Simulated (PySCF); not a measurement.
Computed shifts of a molecule C6H8, PBE0/pcSseg-1 (PySCF), GIAO, gas phase, equivalent atoms averaged, in ppm (number of nuclei): ¹³C: 95.4 (1), 71.2 (1), 28.4 (1), 20.5 (2), 10.8 (1). ¹H: 1.98 (1), 1.55 (3), 1.18 (2), 0.78 (2). References: ¹³C against TMS (σ = 186.3 ppm); ¹H against TMS (σ = 31.56 ppm), references at their B3LYP-D3(BJ)/def2-TZVP geometries, non-relativistic. Geometry: ωB97X-D3(BJ)/def2-SVP. One conformer was computed; it need not be the lowest.

Problem. Which structure fits?
A) C#CC1(C)CC1
B) C#CCC(=C)C
C) CC1=CCC=C1
D) C=C=CCC=C

Solution. A, C#CC1(C)CC1
